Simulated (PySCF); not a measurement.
Worked example: chemical shift, span and skew from a shielding tensor

C3H4BCl, SMILES CB(C#C)Cl. Atoms are numbered in the order given.

```xyz
9

B      0.2446    -0.1485     0.2073
C     -1.0494    -0.9004    -0.0826
C     -2.0752    -1.5207    -0.2981
H     -2.9843    -2.0616    -0.4933
Cl     0.4151     1.4641    -0.4860
C      1.3988    -0.7753     1.0488
H      2.1662    -0.0517     1.3540
H      1.8850    -1.5480     0.4247
H      1.0083    -1.3069     1.9307
```
Charge 0, spin multiplicity 1.

Coordinates come from a PBE0-D3(BJ)/def2-SVP optimisation. This is a generated structure with no PubChem entry under its InChIKey; it may be hypothetical.

GIAO shieldings from PBE/pcSseg-1 run with PySCF, non-relativistic, no solvent. The symmetric part of the tensor of C6 has the principal values 137.2, 164.1, 183.8 ppm. The same nucleus in TMS has σ = 182.0 ppm at this level (PySCF, at its B3LYP-D3(BJ)/def2-TZVP geometry). Without spin–orbit terms, shifts of atoms bonded to Cl or Br come out too high.

Question: Work out the isotropic shielding, the ¹³C shift against TMS, the span and the skew.

Answer: 
σ(iso) = (σ11 + σ22 + σ33)/3 = 161.7 ppm. δ = σ(ref) − σ(iso) = 182.0 − (161.7) = 20.3 ppm.
Span Ω = σ33 − σ11 = 46.6 ppm. Skew κ = 3(σ(iso) − σ22)/Ω = -0.15. Tumbling in solution averages the tensor to δ; in a static solid the shielding alone would spread this spin-1/2 line over Ω.
